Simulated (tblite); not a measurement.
Species: C₅H₉FOSi₂.
Cartesian coordinates in Å at the GFN2-xTB level; atoms count from 1:
```xyz
18
C5H9FOSi2 angstrom
O     -0.5865    0.1155   -1.9750
C     -1.4457    0.2574   -1.1285
C     -1.3419   -0.2744    0.2174
Si    -0.5115    1.1592    1.2468
C      1.1248    1.5112    0.4030
C      1.7604    0.6472   -0.3903
Si     1.2224   -1.1276   -0.7366
C     -0.4038   -1.4623    0.2380
F     -0.0779   -1.7570    1.5609
H     -2.3405    0.8643   -1.3485
H     -2.3179   -0.4812    0.6569
H     -0.4245    0.6740    2.6214
H     -1.4166    2.3148    1.1585
H      1.5512    2.4979    0.5592
H      2.6871    0.9578   -0.8588
H      2.1986   -1.9507    0.0137
H      1.2309   -1.5819   -2.1195
H     -0.9174   -2.3578   -0.1304
```

Method: GFN2-xTB as coded in tblite; computed harmonic values from a numerical Hessian at the method's own geometry, unscaled. Errors from tens to a few hundred cm⁻¹ against measured bands are possible. Modes of hydrogen on silicon can be 10 to 20 % off. One conformer, not necessarily the lowest.

Harmonic wavenumbers (cm⁻¹): 68.5, 127.3, 149.6, 171.2, 220.0, 270.8, 296.0, 306.4, 333.0, 438.1, 468.8, 507.8, 527.0, 560.2, 583.8, 601.4, 644.8, 666.3, 674.2, 699.5, 734.4, 768.6, 782.9, 791.3, 860.1, 906.4, 959.9, 1015.5, 1039.4, 1065.3, 1105.5, 1166.7, 1204.3, 1292.7, 1307.4, 1325.1, 1357.6, 1619.6, 1691.4, 2138.9, 2217.6, 2304.6, 2334.5, 2805.4, 2908.7, 2962.0, 2986.9, 3022.9.

A = 1363, B = 1247, C = 1169 MHz; mass 160.018 u (most abundant isotopes); point group C1, symmetry number 1.

Problem. Zero-point energy?

Solution. ½Σν̃ = 26495 cm⁻¹ = 316.95 kJ/mol.

Problem. What is S at 350 K and 1 bar for an ideal gas of classical rigid rotors and harmonic oscillators?

Solution. Translation 175.49, rotation 125.31, vibration 139.71: S = 440.5 J/(mol K).

Problem. And Cp and H(350 K) − H(0)?

Solution. Cp = 202.02 J/(mol K), of which vibrations give 168.76 (their classical limit is 48 R = 399.1); H(350 K) − H(0) = 39.77 kJ/mol without the zero-point energy, 28.13 from vibrations.

Problem. Which modes carry the vibrational entropy at 350 K?

Solution. 68.5 cm⁻¹: 18.88; 127.3 cm⁻¹: 13.79; 149.6 cm⁻¹: 12.49; 171.2 cm⁻¹: 11.40; 220.0 cm⁻¹: 9.43; 270.8 cm⁻¹: 7.84 J/(mol K); the other 42 give 65.88 together.

Problem. What must be added to the electronic energy to get the Gibbs energy at 350 K and 1 bar?

Solution. ZPE + [H(350 K) − H(0)] − T·S = 316.95 + 39.77 − 154.18 = 202.54 kJ/mol.

Hindered rotation and anharmonicity are outside this model. Other conformers, if any are populated, would add a mixing term that is left out. The structure is chiral; the term R ln 2 for an equal mix with its mirror image is left out.

Hardware: an Arm Neoverse V1 with one thread, shared host with 32 logical CPUs at a one-minute load of 25. Cost: 0.89 s wall. The figure is for the frequency step alone.
